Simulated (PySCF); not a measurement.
**How the method changes the constants of AsI**

State: ³Σ⁻ (triplet), unpaired electrons π ↑↑. Set-up: PySCF, scalar-relativistic core potentials, basis sets As cc-pVDZ-PP with ECP10, I cc-pVDZ-PP with ECP28. De refers to As + I in their high-spin ground configurations, without counterpoise correction. The functionals are run spin-unrestricted. A positive dipole means As(−)I(+).

```tsv
Level	Re (Å)	ωe (cm⁻¹)	De (eV)	μ (D)
UHF	2.551	244	0.84	-1.63
UHF-MP2	2.531	252	1.76	n/a
UHF-SCS-MP2	2.543	249	1.68	n/a
UHF-CCSD	2.548	243	1.64	n/a
UHF-CCSD(T)	2.550	242	1.74	n/a
PBE	2.529	249	2.59	-0.56
PW91	2.528	249	2.62	-0.57
r²SCAN	2.512	256	2.42	-0.68
r²SCANh	2.507	258	2.35	-0.76
PBE0	2.509	258	2.35	-0.82
r²SCAN0	2.500	262	2.25	-0.87
CAM-B3LYP	2.514	257	2.22	-0.95
```

Which functional lies closest to UHF-CCSD(T) in De, which farthest, and by how much do they differ from it?

Closest is CAM-B3LYP (-3.6 pm in Re, +6.2 % in ωe, +0.48 eV in De against UHF-CCSD(T) in the same basis), farthest PW91 (-2.2 pm in Re, +2.9 % in ωe, +0.88 eV in De). CCSD(T) converges more slowly with the basis than the functionals do and binds too weakly in this one, so the order can change at the basis-set limit.

What does the step from GGA to meta-GGA do here, going from PBE to r²SCAN?

r²SCAN less PBE: -1.7 pm in Re, +2.8 % in ωe, -0.17 eV in De. 

What does a quarter of exact exchange do here, going from r²SCAN to r²SCAN0?

r²SCAN0 less r²SCAN: -1.2 pm in Re, +2.3 % in ωe, -0.17 eV in De. Exact exchange removes part of the self-interaction that spreads semilocal densities, and in most molecules shortens and stiffens the bond and lowers De; so it does here.

Correlated steps freeze 8 core orbitals. Correlated levels converge slowly with the basis: in double zeta they bind strong bonds too weakly, by up to about 1 eV, and carry superposition errors of some tenths. Spin–orbit coupling is left out, which matters for elements this heavy, above all for dissociation energies. The state is the lowest determinant that a PBE0 search found; another state may lie lower at other levels.
